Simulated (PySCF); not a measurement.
A run for PySCF: R-M06-2X/def2-TZVPP on H2S2Si (SMILES S[Si]S), a point of a torsion scan.

```python
from pyscf import gto, dft

mol = gto.M(
    atom='''
    S     1.68409219   -0.15458336    0.10604726
    Si   -0.01556780   -1.33052094   -0.70686777
    S    -1.46349232   -1.17270642    0.90973842
    H     1.24270380    0.97956277   -0.42043511
    H    -0.72271678   -0.51441509    1.79285878
    ''',
    basis='def2-tzvpp',
    charge=0, spin=0, verbose=4, max_memory=1800)
mf = dft.RKS(mol, xc='m062x').density_fit(auxbasis='def2-universal-jkfit')
mf.grids.level = 4
mf.conv_tol = 1e-9
mf.max_cycle = 150
mf.kernel()
mf.dip_moment()
```

It printed:

```
PySCF version 2.14.0

[INPUT] verbose = 4
[INPUT] num. atoms = 5
[INPUT] num. electrons = 48
[INPUT] charge = 0
[INPUT] spin (= nelec alpha-beta = 2S) = 0
[INPUT] symmetry False subgroup None
[INPUT] Mole.unit = angstrom
[INPUT] Symbol           X                Y                Z      unit          X                Y                Z       unit  Magmom
[INPUT]  1 S      1.684092190000  -0.154583360000   0.106047260000 AA    3.182473007619  -0.292120213815   0.200400277661 Bohr   0.0
[INPUT]  2 Si    -0.015567800000  -1.330520940000  -0.706867770000 AA   -0.029418878362  -2.514320179599  -1.335786491582 Bohr   0.0
[INPUT]  3 S     -1.463492320000  -1.172706420000   0.909738420000 AA   -2.765599670204  -2.216093958319   1.719156458795 Bohr   0.0
[INPUT]  4 H      1.242703800000   0.979562770000  -0.420435110000 AA    2.348369835956   1.851105357120  -0.794507211051 Bohr   0.0
[INPUT]  5 H     -0.722716780000  -0.514415090000   1.792858780000 AA   -1.365736779828  -0.972103634443   3.388012074222 Bohr   0.0

nuclear repulsion = 171.228700079117
number of shells = 54
number of NR pGTOs = 221
number of NR cGTOs = 154
basis = def2-tzvpp
ecp = {}


******** <class 'pyscf.df.df_jk.DFRKS'> ********
method = DFRKS
initial guess = minao
damping factor = 0
level_shift factor = 0
DIIS = <class 'pyscf.scf.diis.CDIIS'>
diis_start_cycle = 1
diis_space = 8
diis_damp = 0
SCF conv_tol = 1e-09
SCF conv_tol_grad = None
SCF max_cycles = 150
direct_scf = False
XC library pyscf.dft.libxc version 7.1.2
    S. Lehtola, C. Steigemann, M. J. T. Oliveira, and M. A. L. Marques,  SoftwareX 7, 1–5 (2018)
XC functionals = m062x
    Y. Zhao and D. G. Truhlar,  Theor. Chem. Acc. 120, 215 (2008)
    Y. Zhao and D. G. Truhlar,  Theor. Chem. Acc. 120, 215 (2008)
radial grids:
    Treutler-Ahlrichs [JCP 102, 346 (1995); DOI:10.1063/1.469408] (M4) radial grids

becke partition: Becke, JCP 88, 2547 (1988); DOI:10.1063/1.454033
pruning grids: <function nwchem_prune>
grids dens level: 4
symmetrized grids: False
atomic radii adjust function: <function treutler_atomic_radii_adjust>
small_rho_cutoff = 0
Set gradient conv threshold to 3.16228e-05
Initial guess from minao.
tot grids = 117720
******** <class 'pyscf.df.df.DF'> ********
auxbasis = def2-universal-jkfit
init E= -1087.11803809959
  HOMO = -0.241144367971966  LUMO = -0.100175118776114  gap/eV = 3.83597
cycle= 1 E= -1087.03196408849  delta_E= 0.0861  |g|= 0.337  |ddm|= 1.78
  HOMO = -0.274491083237272  LUMO = -0.104816662288325  gap/eV = 4.61708
cycle= 2 E= -1087.03653379795  delta_E= -0.00457  |g|= 0.354  |ddm|= 0.764
  HOMO = -0.282995784712494  LUMO = -0.0746324952182  gap/eV = 5.66985
cycle= 3 E= -1087.07269225007  delta_E= -0.0362  |g|= 0.0376  |ddm|= 0.359
  HOMO = -0.28703862387551  LUMO = -0.0761046469200082  gap/eV = 5.73981
cycle= 4 E= -1087.07305070117  delta_E= -0.000358  |g|= 0.0159  |ddm|= 0.0459
  HOMO = -0.285453707394737  LUMO = -0.0742091649272325  gap/eV = 5.74826
cycle= 5 E= -1087.07312818323  delta_E= -7.75e-05  |g|= 0.00413  |ddm|= 0.0208
  HOMO = -0.285740568971736  LUMO = -0.074251217081013  gap/eV = 5.75492
cycle= 6 E= -1087.07313501919  delta_E= -6.84e-06  |g|= 0.00139  |ddm|= 0.00731
  HOMO = -0.285727337551432  LUMO = -0.0743012524244762  gap/eV = 5.75320
cycle= 7 E= -1087.07313568247  delta_E= -6.63e-07  |g|= 0.000405  |ddm|= 0.00196
  HOMO = -0.285728529711097  LUMO = -0.0742874957153923  gap/eV = 5.75360
cycle= 8 E= -1087.07313577123  delta_E= -8.88e-08  |g|= 9.49e-05  |ddm|= 0.000872
  HOMO = -0.285732984318251  LUMO = -0.0742907938194328  gap/eV = 5.75364
cycle= 9 E= -1087.07313577742  delta_E= -6.19e-09  |g|= 3.64e-05  |ddm|= 0.000239
  HOMO = -0.285733021609424  LUMO = -0.0742885371997133  gap/eV = 5.75370
cycle= 10 E= -1087.07313577807  delta_E= -6.52e-10  |g|= 1.27e-05  |ddm|= 7.07e-05
  HOMO = -0.285732757302203  LUMO = -0.0742893943615961  gap/eV = 5.75367
Extra cycle  E= -1087.07313577812  delta_E= -5.43e-11  |g|= 9.55e-06  |ddm|= 2.25e-05
converged SCF energy = -1087.07313577812
Dipole moment(X, Y, Z, Debye): -0.23400,  0.57970, -0.20548
```

Self-consistency was reached.

Cost: very roughly 18 core-seconds.
